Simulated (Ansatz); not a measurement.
`OC1(O)BC1`, relaxed with RKS PBE0-D4/def2-TZVP in Ansatz 0.2.0 from a PBE-D4/def2-SVP geometry. The force threshold is 0.005 eV/Å; the program also tests the step.

Total charge 0; spin multiplicity 1.

Start:

```xyz
10

O    -0.423    1.501    0.715
C    -0.288    0.290    0.062
O    -1.079    0.124   -1.108
B    -0.052   -1.123    0.639
C     1.072   -0.390   -0.135
H    -0.020    2.184    0.138
H    -2.011    0.179   -0.813
H    -0.496   -2.150    1.087
H     1.826    0.061    0.540
H     1.470   -0.677   -1.125
```

Question: By how much does the energy fall, and how many steps does the optimiser take? (Estimate.)

Answer: Computed: 5.46 kJ/mol, in 10 steps.

Question: Which bonds change most? (An estimate is asked.)

Answer: Computed: C2–O3 from 1.422 to 1.398 Å; B4–H8 from 1.205 to 1.184 Å; C5–H10 from 1.106 to 1.087 Å; C5–H9 from 1.107 to 1.089 Å.

Question: Give the relaxed structure. (An estimate is asked.)

Answer: The calculation gave: 
```xyz
10

O    -0.446    1.422    0.747
C    -0.315    0.255    0.020
O    -1.050    0.214   -1.169
B    -0.041   -1.115    0.662
C     1.051   -0.386   -0.135
H    -0.022    2.131    0.247
H    -1.984    0.217   -0.932
H    -0.412   -2.098    1.209
H     1.827    0.092    0.461
H     1.391   -0.731   -1.109
```
